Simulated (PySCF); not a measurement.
Species: 1-acetylimidazole, C5H6N2O.
SMILES: `CC(=O)n1ccnc1`

Torsions of this conformer, `[CH3:1][C:2](=[O:3])[n:4]1[cH:5][cH:6][n:7][cH:8]1`: C1–C2–N4–C5 0°.

The closed-shell ground state was solved at several levels (PySCF, density fitting, gas phase, non-relativistic). The structure is a single GFN2-xTB conformer in the gas phase; no vibrational or solvent corrections.

```csv
level,basis functions,total energy (Eh),HOMO (eV),LUMO (eV),gap (eV),dipole (D)
PBE0/pcSseg-1,166,-378.3989,-7.24,-1.41,5.83,4.04
B3LYP/pcJ-1,276,-378.8820,-7.00,-1.61,5.39,4.01
```

Estimate the row for PBE0/def2-SVPD, a basis of 211 functions; the other rows only guide the guess.

Total energy -378.1872 Eh, HOMO -7.26 eV, LUMO -1.52 eV, gap 5.74 eV, dipole 4.02 D.

Over all these levels, which gives the widest orbital gap and which the narrowest?

PBE0/pcSseg-1 (global hybrid, 25 % exact exchange) has the widest, 5.83 eV, and B3LYP/pcJ-1 (global hybrid, 20 % exact exchange) the narrowest, 5.39 eV. Functional and basis both differ between the two, so the spread mixes both effects.

How far do the dipole and the HOMO energy spread over the levels?

The dipole runs from 4.01 to 4.04 D (mean 4.02 D) and the HOMO from -7.26 to -7.00 eV.
